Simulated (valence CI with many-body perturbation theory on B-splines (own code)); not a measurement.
# E1 line list for Fe19+

Method: valence CI with perturbative core correlation (CI+MBPT): five valence electrons over a frozen Dirac-Fock core [He], a basis of 9 s, 9 p, 8 d, 6 f, 3 g, 1 h functions for each j, with the one-electron correlation potential Σ1, the two-electron term Σ2, the three-electron term Σ3, Breit, model QED; selected CI, second order for the rest (own B-spline code, finite nucleus).

No measured levels were compared; by estimate levels of excited configurations hold to 0.05 to 0.15 % of their energy, terms of the ground configuration to about 0.5 %. Among the levels kept, up to 2100 cm⁻¹ of a level comes from second order outside the variational space, and about a tenth of that is noise between levels of different J, which matters for small intervals.

Lines 101 to 150 of 276 in falling wavelength, among levels below 73.101 Ry, chosen from the strongest by gf and those to the six lowest levels. Wavelengths and rates use the calculated energies, so an error of 700 cm⁻¹ moves a line at 126.7 Å by 0.089 % and its rate by three times that or more. Electric multipoles are in the length gauge, E1 and E2 with the static RPA response of the core. Weak lines are less certain than strong ones. Lines between different terms over intervals too small for the method are left out, as are lines whose strength nearly cancels. The highest levels of a list are the least certain.

Names give the largest LS component (configuration and term), which can be under half, so a name can repeat, a term be missing and a line seem to break the LS rules; names also repeat where a configuration has a term twice. Letters in brackets count levels of one name in rising energy.

```
λ vac (Å)                 Upper            Lower   A (s⁻¹)  S (a.u.) with core polarisation  S without
    126.7       2s2p³3s ⁴D°_3/2  2s²2p²3s ⁴P_1/2  1.06e+10                         4.26e-02   4.28e-02
    126.5       2s2p³3s ⁴D°_1/2  2s²2p²3s ⁴P_1/2  1.55e+10                         3.09e-02   3.10e-02
    122.0           2p⁵ ²P°_1/2     2s2p⁴ ²P_3/2  3.22e+10                         5.77e-02   5.79e-02
    121.8          2s2p⁴ ⁴P_3/2   2s²2p³ ⁴S°_3/2  1.68e+10                         5.99e-02   6.01e-02
    118.7          2s2p⁴ ⁴P_1/2   2s²2p³ ⁴S°_3/2  1.88e+10                         3.10e-02   3.11e-02
    114.6          2s2p⁴ ²S_1/2   2s²2p³ ²P°_3/2  2.13e+09                         3.16e-03   3.18e-03
    113.3          2s2p⁴ ²D_5/2   2s²2p³ ²D°_5/2  2.94e+10                         1.26e-01   1.27e-01
    111.5           2p⁵ ²P°_3/2     2s2p⁴ ²D_5/2  3.87e+10                         1.06e-01   1.06e-01
    110.6          2s2p⁴ ²D_3/2   2s²2p³ ²D°_3/2  3.85e+10                         1.03e-01   1.03e-01
    109.6           2p⁵ ²P°_3/2     2s2p⁴ ²D_3/2  1.55e+10                         4.03e-02   4.04e-02
    108.7          2s2p⁴ ²P_3/2   2s²2p³ ²P°_3/2  9.07e+09                         2.30e-02   2.31e-02
    106.9          2s2p⁴ ²S_1/2   2s²2p³ ²P°_1/2  3.44e+10                         4.15e-02   4.16e-02
    101.8          2s2p⁴ ²P_3/2   2s²2p³ ²P°_1/2  8.40e+09                         1.75e-02   1.75e-02
    98.30          2s2p⁴ ²P_1/2   2s²2p³ ²P°_3/2  8.86e+10                         8.31e-02   8.34e-02
    98.05           2p⁵ ²P°_1/2     2s2p⁴ ²D_3/2  4.11e+10                         3.83e-02   3.84e-02
    95.87          2s2p⁴ ²D_3/2   2s²2p³ ⁴S°_3/2  1.56e+09                         2.72e-03   2.73e-03
    94.59          2s2p⁴ ²S_1/2   2s²2p³ ²D°_3/2  4.18e+10                         3.49e-02   3.50e-02
    93.73          2s2p⁴ ²P_3/2   2s²2p³ ²D°_5/2  9.35e+10                         1.52e-01   1.52e-01
    92.57          2s2p⁴ ²P_1/2   2s²2p³ ²P°_1/2  3.71e+09                         2.90e-03   2.92e-03
    90.54          2s2p⁴ ²P_3/2   2s²2p³ ²D°_3/2  1.37e+10                         2.01e-02   2.01e-02
    83.60          2s2p⁴ ²S_1/2   2s²2p³ ⁴S°_3/2  1.67e+09                         9.61e-04   9.65e-04
    83.19          2s2p⁴ ²P_1/2   2s²2p³ ²D°_3/2  2.66e+10                         1.51e-02   1.52e-02
    83.16           2p⁵ ²P°_3/2     2s2p⁴ ⁴P_5/2  2.78e+09                         3.16e-03   3.17e-03
    80.43          2s2p⁴ ²P_3/2   2s²2p³ ⁴S°_3/2  4.10e+09                         4.21e-03   4.22e-03
    15.04  2s²2p²3p ⁴D°_3/2 [a]     2s2p⁴ ⁴P_5/2  1.81e+10                         1.21e-04   1.21e-04
    14.93  2s²2p²3p ⁴D°_3/2 [b]     2s2p⁴ ⁴P_5/2  2.97e+10                         1.95e-04   1.95e-04
    14.87      2s²2p²3p ⁴P°_5/2     2s2p⁴ ⁴P_5/2  2.49e+10                         2.42e-04   2.41e-04
    14.84  2s²2p²3p ²D°_3/2 [a]     2s2p⁴ ⁴P_5/2  4.51e+10                         2.91e-04   2.90e-04
    14.82      2s²2p²3p ⁴D°_7/2     2s2p⁴ ⁴P_5/2  2.15e+09                         2.76e-05   2.78e-05
    14.76      2s²2p²3p ⁴S°_3/2     2s2p⁴ ⁴P_5/2  1.50e+11                         9.52e-04   9.48e-04
    14.70  2s²2p²3p ²D°_5/2 [a]     2s2p⁴ ⁴P_5/2  2.56e+10                         2.41e-04   2.40e-04
    14.54      2s²2p²3p ²F°_5/2     2s2p⁴ ⁴P_5/2  6.77e+09                         6.17e-05   6.15e-05
    14.52       2s2p³3s ⁶S°_5/2     2s2p⁴ ⁴P_5/2  2.45e+10                         2.22e-04   2.22e-04
    14.51      2s²2p²3p ²F°_7/2     2s2p⁴ ⁴P_5/2  1.95e+09                         2.36e-05   2.36e-05
    14.50       2s²2p²3s ⁴P_1/2   2s²2p³ ²P°_1/2  1.80e+10                         5.41e-05   5.40e-05
    14.50  2s²2p²3p ²D°_3/2 [b]     2s2p⁴ ⁴P_5/2  2.42e+10                         1.46e-04   1.45e-04
    14.49       2s²2p²3s ⁴P_3/2   2s²2p³ ²P°_3/2  1.38e+10                         8.32e-05   8.28e-05
    14.41       2s2p³3s ⁴S°_3/2     2s2p⁴ ⁴P_3/2  5.19e+11                         3.07e-03   3.05e-03
    14.36       2s²2p²3s ⁴P_3/2   2s²2p³ ²P°_1/2  4.96e+09                         2.90e-05   2.89e-05
    14.34       2s2p³3s ²D°_3/2     2s2p⁴ ²D_3/2  1.84e+12                         1.07e-02   1.07e-02
    14.34       2s²2p²3s ²P_3/2   2s²2p³ ²P°_3/2  2.95e+11                         1.72e-03   1.71e-03
    14.32  2s²2p²3p ²P°_3/2 [b]     2s2p⁴ ⁴P_5/2  2.84e+11                         1.65e-03   1.64e-03
    14.30       2s²2p²3s ²P_1/2   2s²2p³ ²P°_1/2  7.62e+11                         2.20e-03   2.19e-03
    14.27       2s2p³3s ⁴S°_3/2     2s2p⁴ ⁴P_5/2  1.23e+12                         7.05e-03   7.02e-03
    14.25       2s²2p²3s ⁴P_1/2   2s²2p³ ²D°_3/2  2.09e+11                         5.98e-04   5.95e-04
    14.21       2s²2p²3s ²P_3/2   2s²2p³ ²P°_1/2  6.60e+11                         3.74e-03   3.73e-03
    14.20  2s²2p²3p ²P°_3/2 [c]     2s2p⁴ ⁴P_5/2  2.30e+10                         1.30e-04   1.29e-04
    14.19       2s²2p²3s ⁴P_3/2   2s²2p³ ²D°_5/2  9.23e+10                         5.21e-04   5.18e-04
    14.13       2s²2p²3s ²D_5/2   2s²2p³ ²P°_3/2  3.02e+11                         2.52e-03   2.51e-03
    14.11       2s²2p²3s ⁴P_3/2   2s²2p³ ²D°_3/2  1.10e+11                         6.09e-04   6.07e-04
```
